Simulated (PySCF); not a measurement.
A side-by-side comparison of computed properties.

First species: C6H15PS.
SMILES: `CCC(C)(C)[P@@H](C)=S`

Second species: C5H10O.
SMILES with atom numbers: `[CH3:1][C:2](=[O:3])[CH:4]([CH3:5])[CH3:6]` (hydrogens: H7, H8, H9 on C1; H10 on C4; H11, H12, H13 on C5; H14, H15, H16 on C6)

Levels: PBE0/pcSseg-1 for dipole moment, HOMO energy, LUMO energy and HOMO–LUMO gap; GFN2-xTB for rotational constant A and rotational constant C. Geometries: GFN2-xTB. Each species is one conformer at its optimised geometry, gas phase, non-relativistic unless stated. Electronic properties by PySCF.

Dipoles, sizes and rotational constants follow the conformer. The torsions of the flexible species, by atom-mapped SMILES:
- `[CH3:1][CH2:2][C:3]([CH3:4])([CH3:5])[P@@H:6]([CH3:7])=[S:8]`: C1–C2–C3–C4 -61°, C2–C3–P6–C7 44°
- `[CH3:1][C:2](=[O:3])[CH:4]([CH3:5])[CH3:6]`: C1–C2–C4–C5 -149°

Problem. Which of the two has the higher LUMO energy, and by how much?

Solution. The first: 0.66 eV against -0.26 eV, a difference of 0.92 eV.

Problem. Which has the higher rotational constant C?

Solution. The second: 2.309 GHz against 0.893 GHz, a difference of 1.416 GHz.

Problem. Which of the two has the higher HOMO–LUMO gap, and by how much?

Solution. The first: 7.03 eV against 6.84 eV, a difference of 0.19 eV.

Problem. Which of the two has the higher dipole moment, and by how much?

Solution. The first: 4.82 D against 2.83 D, a difference of 1.99 D.

Problem. Which of the two has the higher rotational constant A, and by how much?

Solution. The second: 4.786 GHz against 1.951 GHz, a difference of 2.835 GHz.

Problem. Which of the two has the higher HOMO energy, and by how much?

Solution. The first: -6.37 eV against -7.10 eV, a difference of 0.73 eV.

On the first: A dipole of 4.82 D is allowed in C1, and pure rotational transitions are dipole-allowed. In atomic units the dipole is 1.90 e·bohr (1 au = 2.5417 D).

On the second: The dipole equals about 9.4 × 10⁻³⁰ C·m (1 D = 3.33564 × 10⁻³⁰ C·m).
